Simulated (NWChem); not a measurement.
All runs are NWChem calculations. System: HO₂, charge 0, spin multiplicity 2, displaced from the optimised geometry. The structure started from a generated list of species. Its SCF solution wasn't tested for a lower state.

The NWChem input:

```
start mol
memory heap 200 mb stack 900 mb global 1100 mb
geometry units angstroms nocenter noautoz
  O      0.513324    -0.344993     0.000000
  O     -0.665325     0.299053     0.000000
  H      1.216005     0.367521     0.000000
  symmetry group Cs
end
basis spherical
  * library def2-svp
end
dft
  xc b3lyp
  odft
  mult 2
  semidirect memsize 60000000 filesize 0
  iterations 100
  convergence nodiis damp 40
end
task dft gradient
```

The output up to the point where the run's verdict is printed (cleaned and shortened):

```
             Northwest Computational Chemistry Package (NWChem) 7.3.0
             --------------------------------------------------------

                                NWChem Input Module
                                -------------------

 Scaling coordinates for geometry "geometry" by  1.889725989
 (inverse scale =  0.529177249)

 Turning off AUTOSYM since
 SYMMETRY directive was detected!

                             Geometry "geometry" -> ""
                             -------------------------

 Output coordinates in angstroms (scale by  1.889725989 to convert to a.u.)

  No.       Tag          Charge          X              Y              Z
 ---- ---------------- ---------- -------------- -------------- --------------
    1 O                    8.0000     0.51332400    -0.34499300     0.00000000
    2 O                    8.0000    -0.66532500     0.29905300     0.00000000
    3 H                    1.0000     1.21600500     0.36752100     0.00000000

 Effective nuclear repulsion energy (a.u.)      31.6942829317

            Nuclear Dipole moment (a.u.)
            ----------------------------
        X                 Y               Z
 ---------------- ---------------- ----------------
    -0.0000056692     0.0000018897     0.0000000000

      Symmetry information
      --------------------

 Group name             Cs
 Group number              2
 Group order               2
 No. of unique centers     3

      Symmetry unique atoms

     1    2    3


 Summary of "ao basis" -> "" (spherical)
 ------------------------------------------------------------------------------
       Tag                 Description            Shells   Functions and Types
 ---------------- ------------------------------  ------  ---------------------
 *                          def2-svp                  on all atoms

                                 NWChem DFT Module
                                 -----------------

 Summary of "ao basis" -> "ao basis" (spherical)
 ------------------------------------------------------------------------------
       Tag                 Description            Shells   Functions and Types
[...]
 d= 0,ls=0.5         73   -125.2052863612  2.23D+00  2.13D-01               1.7
                                                     1.98D-01
 d= 0,ls=0.5         74   -127.4306652658 -2.23D+00  2.13D-01               1.7
                                                     1.98D-01
 d= 0,ls=0.5         75   -125.2052863612  2.23D+00  2.13D-01               1.7
                                                     1.98D-01
 d= 0,ls=0.5         76   -127.4306652658 -2.23D+00  2.13D-01               1.7
                                                     1.98D-01
 d= 0,ls=0.5         77   -125.2052863612  2.23D+00  2.13D-01               1.7
                                                     1.98D-01
 d= 0,ls=0.5         78   -127.4306652658 -2.23D+00  2.13D-01               1.8
                                                     1.98D-01
 d= 0,ls=0.5         79   -125.2052863612  2.23D+00  2.13D-01               1.8
                                                     1.98D-01
 d= 0,ls=0.5         80   -127.4306652658 -2.23D+00  2.13D-01               1.8
                                                     1.98D-01
 d= 0,ls=0.5         81   -125.2052863612  2.23D+00  2.13D-01               1.8
                                                     1.98D-01
 d= 0,ls=0.5         82   -127.4306652658 -2.23D+00  2.13D-01               1.8
                                                     1.98D-01
 d= 0,ls=0.5         83   -125.2052863612  2.23D+00  2.13D-01               1.9
                                                     1.98D-01
 d= 0,ls=0.5         84   -127.4306652658 -2.23D+00  2.13D-01               1.9
                                                     1.98D-01
 d= 0,ls=0.5         85   -125.2052863612  2.23D+00  2.13D-01               1.9
                                                     1.98D-01
 d= 0,ls=0.5         86   -127.4306652658 -2.23D+00  2.13D-01               1.9
                                                     1.98D-01
 d= 0,ls=0.5         87   -125.2052863612  2.23D+00  2.13D-01               2.0
                                                     1.98D-01
 d= 0,ls=0.5         88   -127.4306652658 -2.23D+00  2.13D-01               2.0
                                                     1.98D-01
 d= 0,ls=0.5         89   -125.2052863612  2.23D+00  2.13D-01               2.0
                                                     1.98D-01
 d= 0,ls=0.5         90   -127.4306652658 -2.23D+00  2.13D-01               2.0
                                                     1.98D-01
 d= 0,ls=0.5         91   -125.2052863612  2.23D+00  2.13D-01               2.0
                                                     1.98D-01
 d= 0,ls=0.5         92   -127.4306652658 -2.23D+00  2.13D-01               2.1
                                                     1.98D-01
 d= 0,ls=0.5         93   -125.2052863612  2.23D+00  2.13D-01               2.1
                                                     1.98D-01
 d= 0,ls=0.5         94   -127.4306652658 -2.23D+00  2.13D-01               2.1
                                                     1.98D-01
 d= 0,ls=0.5         95   -125.2052863612  2.23D+00  2.13D-01               2.1
                                                     1.98D-01
 d= 0,ls=0.5         96   -127.4306652658 -2.23D+00  2.13D-01               2.1
                                                     1.98D-01
 d= 0,ls=0.5         97   -125.2052863612  2.23D+00  2.13D-01               2.2
                                                     1.98D-01
 d= 0,ls=0.5         98   -127.4306652658 -2.23D+00  2.13D-01               2.2
                                                     1.98D-01
 d= 0,ls=0.5         99   -125.2052863612  2.23D+00  2.13D-01               2.2
                                                     1.98D-01
 d= 0,ls=0.5        100   -127.4306652658 -2.23D+00  2.13D-01               2.2
                                                     1.98D-01
```

Convergence was not reached. The next line reads: Calculation failed to converge. NWChem stopped with the message: dft gradient failed.
